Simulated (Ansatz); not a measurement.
`C[SiH](F)[SeH]` → `C[Si]F` + H₂Se  (silylene formation by 1,1-elimination)

Gas-phase electronic energies from Ansatz, PBE0-D4/def2-TZVP geometries. CBS: MP2 limit from def2 TZ/QZ plus the TZ coupled-cluster correction, frozen cores. This one scheme is used for every species. DFT in def2-TZVPP. For Se outer-core shells are correlated without core-valence functions, which leaves a few kJ/mol of doubt a bond. Scalar relativity is left out up to krypton. Each species was taken in one conformer, which may not be the lowest.

`C[SiH](F)[SeH]`:

Z-matrix (Å, degrees):
```
C
Si 1 1.852
H 1 1.092 2 110.4
H 1 1.092 2 110.8 3 120.1
H 1 1.093 2 110.2 3 -120.1
F 2 1.602 1 107.7 3 176.8
Se 2 2.267 1 112.6 3 -60.7
H 2 1.482 1 113.7 3 58.2
H 7 1.469 2 92.9 1 -44.3
```

`C[Si]F`:

```xyz
6

C     0.312    0.008    0.453
Si   -1.360   -0.302   -0.364
F    -0.947    0.065   -1.887
H     0.294   -0.170    1.531
H     1.070   -0.642   -0.001
H     0.630    1.041    0.268
```

H₂Se:

Cartesian coordinates in Å:
```
Se 0.002 0.416 -0.543
H 0.847 0.280 0.648
H -0.849 -0.696 -0.105
```

| level | ΔE (kcal/mol) |
| --- | --- |
| B97M-V | 62.5 |
| PBE0-D4 | 65.8 |
| PBE0 | 64.0 |
| MP2/def2-TZVPP | 67.0 |

Question: What does CCSD(T)/CBS give? (Estimate.)

Answer: Computed: +63.8 kcal/mol. The listed levels differ from it by -1.3, 2.0, 0.2, 3.2 kcal/mol.

Largest T1 diagnostic among the species: 0.014.

The D4 term adds +3.4 kcal/mol with B3LYP and +1.9 kcal/mol with PBE0; it sums over pairs of atoms, weighted by their polarisabilities, and B3LYP, whose exchange is more repulsive, gets the larger term. In def2-TZVPP, CCSD(T) changes the Hartree–Fock value by +0.7 kcal/mol (the triples alone add +0.5 kcal/mol) and MP2 by +5.8 kcal/mol.

B3LYP here is the variant with VWN-RPA as its local correlation; programs differ in this.
